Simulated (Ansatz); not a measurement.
The same ligand exchange along the group B, Al, Ga, In.

Computed with Ansatz on PBE0-D4/def2-TZVP structures; ΔE is electronic, products minus reactants. CCSD(T)/CBS is the MP2 limit (def2-TZVPP, def2-QZVPP) plus CCSD(T) − MP2 in def2-TZVPP, frozen cores. This one scheme is used for every species. Functionals use def2-TZVPP. Elements past krypton have def2 core potentials. For Ga, In outer-core shells are correlated without core-valence functions, which leaves a few kJ/mol of doubt a bond. Scalar relativity is left out up to krypton. One conformer a species, not always the lowest.

| reaction | CCSD(T)/CBS(def2) (kcal/mol) |
| --- | --- |
| `OB(O)O` + HCl → `OB(O)Cl` + H₂O | 9.3 |
| `[OH][Al]([OH])[OH]` + HCl → `[OH][Al]([OH])[Cl]` + H₂O | -6.6 |
| `[OH][Ga]([OH])[OH]` + HCl → `[OH][Ga]([OH])[Cl]` + H₂O | ? |
| `[OH][In]([OH])[OH]` + HCl → `[OH][In]([OH])[Cl]` + H₂O | -21.2 |

Task: Fill in the missing values. (Estimate.)

Result: The calculation gave: `[OH][Ga]([OH])[OH]` + HCl → `[OH][Ga]([OH])[Cl]` + H₂O: -14.1 kcal/mol.

Largest T1 diagnostic: 0.017, for `[OH][In]([OH])[OH]`.
